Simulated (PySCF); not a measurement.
**Computed against measured: bond length Re**

CCSD(T), r²SCAN, PBE in PySCF with def2-TZVPPD on every atom, for the lowest determinant that a PBE0 search found; no spin–orbit coupling. Measured values: Huber and Herzberg, Constants of Diatomic Molecules (1979).

```json
{"molecule": "HBr", "measured (Å)": "1.414435", "CCSD(T)": "1.415", "r²SCAN": "1.420", "PBE": "1.432"}
{"molecule": "SiS", "measured (Å)": "1.929321", "CCSD(T)": "1.945", "r²SCAN": "1.937", "PBE": "1.951"}
{"molecule": "PN", "measured (Å)": "1.490866", "CCSD(T)": "1.502", "r²SCAN": "1.487", "PBE": "1.499"}
{"molecule": "Br2", "measured (Å)": "2.28105", "CCSD(T)": "2.298", "r²SCAN": "2.293", "PBE": "2.308"}
{"molecule": "GeSe", "measured (Å)": "2.134629", "CCSD(T)": "2.153", "r²SCAN": "2.143", "PBE": "2.166"}
{"molecule": "SO", "measured (Å)": "1.481087", "CCSD(T)": "1.493", "r²SCAN": "1.489", "PBE": "1.504"}
{"molecule": "NO⁺", "measured (Å)": "1.06322", "CCSD(T)": "1.068", "r²SCAN": "1.059", "PBE": "1.070"}
{"molecule": "O2", "measured (Å)": "1.20752", "CCSD(T)": "1.212", "r²SCAN": "1.206", "PBE": "1.218"}
```

Q: Give the mean signed and mean absolute error of each level in pm, and name the best.

A: CCSD(T) +1.0 and 1.0; r²SCAN +0.4 and 0.6; PBE +1.8 and 1.8. On this set r²SCAN is closest.

Q: Which molecule does PBE miss most?

A: GeSe, by +3.1 pm.

The molecules are drawn from runs that passed checks on state, spin purity and fit, so the hardest cases are missing and the errors look smaller than over all diatomics.

Correlated steps freeze the inner cores (2 to 18 orbitals); shallow outer-core shells are correlated. UHF and ROHF references stand side by side, which adds small steps between rows. The CCSD T1 diagnostic is raised in SiS, a sign that a single reference may not be enough there. States were picked by a PBE0 search and need not be the measured ground states.
